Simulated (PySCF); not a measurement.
A TDDFT job was run through a driver script with this input:

```
{"job": {"kind": "uv", "xc": "B3LYP", "basis": "def2-SVPD", "nstates": 8, "ntriplets": 3}, "charge": 0, "multiplicity": 1}
F     -2.681144     0.889554    -1.065306
Ge    -2.260013    -0.389642     0.037299
C     -0.296054    -0.506556    -0.109664
F      0.111398    -1.716950    -0.523700
C      0.569834     0.467678     0.141357
C      2.049987     0.360942     0.001245
Cl     2.689770    -0.904614     1.092401
Cl     2.505125    -0.059651    -1.673254
Cl     2.826398     1.899607     0.423433
H     -2.766160     0.143219     1.343987
H     -2.926467    -1.604105    -0.529968
H      0.178524     1.419834     0.468531
```

Computed with PySCF, TDDFT B3LYP/def2-SVPD, vertical, gas phase, core orbitals frozen in the response. Job line and output are in the format of a driver script around the code.

Problem. What does the script print for it?

Solution. 
```
coarse grid: 59920 points
cycle   1  E = -3772.4056083863  dE =  5.333e-01  |g| = 9.638e-01  |ddm| = 5.878e+00
cycle   2  E = -3771.9534814609  dE =  4.521e-01  |g| = 1.850e+00  |ddm| = 3.689e+00
cycle   3  E = -3772.5737677833  dE = -6.203e-01  |g| = 1.936e-01  |ddm| = 2.551e+00
cycle   4  E = -3772.5795262264  dE = -5.758e-03  |g| = 7.087e-02  |ddm| = 3.584e-01
cycle   5  E = -3772.5802562124  dE = -7.300e-04  |g| = 3.776e-02  |ddm| = 1.281e-01
cycle   6  E = -3772.5805967141  dE = -3.405e-04  |g| = 5.602e-03  |ddm| = 5.383e-02
cycle   7  E = -3772.5806025247  dE = -5.811e-06  |g| = 2.599e-03  |ddm| = 1.527e-02
final grid: 121224 points
cycle   8  E = -3772.5804953705  dE =  2.640e-06  |g| = 4.600e-03  |ddm| = 1.182e-02
cycle   9  E = -3772.5804852372  dE =  1.013e-05  |g| = 8.523e-03  |ddm| = 1.753e-02
cycle  10  E = -3772.5804992312  dE = -1.399e-05  |g| = 7.506e-04  |ddm| = 1.170e-02
cycle  11  E = -3772.5804993657  dE = -1.345e-07  |g| = 8.764e-05  |ddm| = 1.099e-03
cycle  12  E = -3772.5804993676  dE = -1.850e-09  |g| = 1.002e-05  |ddm| = 1.943e-04
cycle  13  E = -3772.5804993676  dE = -1.455e-11  |g| = 4.246e-06  |ddm| = 1.693e-05
converged SCF energy = -3772.5804993676

Static polarisability (au): isotropic 109.730, principal 95.928 101.172 132.088

Singlet excitations
state   eV       nm        f      main configurations
  1   5.4303    228.3   0.05919   H-1->L 0.57, H->L 0.36
  2   5.5029    225.3   0.15181   H->L 0.51, H-1->L 0.41
  3   5.7597    215.3   0.00006   H-2->L 0.80, H->L+1 0.09
  4   5.8782    210.9   0.00303   H->L+1 0.83, H-2->L 0.11
  5   5.9831    207.2   0.00151   H-4->L 0.85
  6   6.0906    203.6   0.00015   H-1->L+1 0.94
  7   6.1762    200.7   0.07775   H-3->L 0.82
  8   6.4010    193.7   0.00727   H->L+2 0.81, H->L+3 0.12

Triplet excitations (Tamm-Dancoff, eV): 3.7880 5.2248 5.3753
```

Isolated species at its GFN2-xTB geometry (one conformer only). The B3LYP/def2-SVPD calculation is non-relativistic and has no spin–orbit coupling, an omission that weighs most on germanium.

The SCF starts on a coarse grid; the energy jumps when the final grid takes over, and dE counts afresh there. H and L stand for HOMO and LUMO.

Hardware: one thread, Arm Neoverse V1 (aarch64), shared host with 64 logical CPUs at a one-minute load of 34. Cost: 75 s (with the writing of density and orbital grids), 0.99 GiB resident at most.

The values belong to the conformer `[F:1][GeH2:2]/[C:3]([F:4])=[CH:5]/[C:6]([Cl:7])([Cl:8])[Cl:9]`: F1–Ge2–C3–F4 -120°, C3–C5–C6–Cl7 -61°.
